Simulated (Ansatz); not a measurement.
Geometry optimisation, Ansatz 0.2.0, RKS B3LYP/STO-3G.

input.yaml

```yaml
crystal:
  periodic: [false, false, false]
  atoms:
    - { symbol: B, position_ang: [-2.6, -0.9508, 1.2442] }
    - { symbol: Si, position_ang: [-1.5096, 0.1601, 0.0848] }
    - { symbol: C, position_ang: [0.1398, -0.6436, -0.0713] }
    - { symbol: F, position_ang: [0.1088, -1.8874, -0.6269] }
    - { symbol: B, position_ang: [1.1179, 0.2391, -0.9923] }
    - { symbol: C, position_ang: [2.4522, 0.889, -0.3914] }
    - { symbol: H, position_ang: [-2.2088, -1.9004, 1.7168] }
    - { symbol: H, position_ang: [-3.7177, -0.5421, 1.4428] }
    - { symbol: H, position_ang: [-2.1124, 0.288, -1.2057] }
    - { symbol: H, position_ang: [-1.3535, 1.5066, 0.6906] }
    - { symbol: H, position_ang: [0.6031, -0.7473, 0.9771] }
    - { symbol: H, position_ang: [0.8392, 0.4547, -2.0846] }
    - { symbol: H, position_ang: [3.0733, 0.0871, -0.0568] }
    - { symbol: H, position_ang: [2.1812, 1.553, 0.4785] }
    - { symbol: H, position_ang: [2.9647, 1.4433, -1.1763] }
basis:
  gaussian: { orbitals: STO-3G }
hamiltonian:
  xc: b3lyp
relax:
  f_tol: 0.02
  max_steps: 40
scf:
  lower_state_search: "off"
```

Launched with:

```bash
$ ansatz run input.yaml --threads 1 --pin off --max-ram 2048MiB --backend cpu --events-out ev --progress --plain --runs-dir out
```

Task: Where does it end, and by what steps?

Result: It converged. The force dipped under the threshold on the way, but the program's further checks kept it going. Limits of this set-up: minimal basis. After 36 steps the energy has fallen by 0.751 eV; H7 moved furthest, 1.27 Å.

| step | energy less start (eV) | largest force component (eV/Å) | accepted |
| --- | --- | --- | --- |
| 0 | 0.0000 | 3.544 | yes |
| 2 | -0.5423 | 0.472 | yes |
| 4 | -0.6487 | 0.596 | yes |
| 6 | -0.6947 | 0.128 | yes |
| 8 | -0.7032 | 0.158 | yes |
| 10 | -0.7069 | 0.099 | yes |
| 12 | -0.7136 | 0.146 | yes |
| 14 | -0.6794 | 0.663 | no |
| 16 | -0.7234 | 0.080 | yes |
| 18 | -0.7177 | 0.433 | no |
| 20 | -0.7308 | 0.037 | yes |
| 22 | -0.7343 | 0.096 | yes |
| 24 | -0.7413 | 0.095 | yes |
| 26 | -0.7443 | 0.059 | yes |
| 28 | -0.7482 | 0.019 | yes |
| 30 | -0.7489 | 0.056 | yes |
| 32 | -0.7500 | 0.057 | yes |
| 34 | -0.7506 | 0.011 | yes |
| 36 | -0.7508 | 0.014 | yes |

```xyz
15
Properties=species:S:1:pos:R:3
B -2.644 -0.749 1.143
Si -1.211 0.292 0.301
C 0.238 -0.964 -0.150
F -0.259 -2.139 -0.768
B 1.160 -0.055 -1.026
C 2.138 1.011 -0.399
H -2.689 -0.889 2.307
H -3.470 -1.284 0.502
H -1.646 0.963 -0.905
H -0.646 1.286 1.187
H 0.692 -1.222 0.837
H 1.083 -0.140 -2.197
H 3.172 0.739 -0.673
H 2.090 1.089 0.696
H 1.970 2.013 -0.827
```

Whether the end is a true minimum wasn't checked by a vibrational analysis.

Run time: 110 s on 1 thread of Arm Neoverse V1 (shared host), peak memory 0.14 GiB.
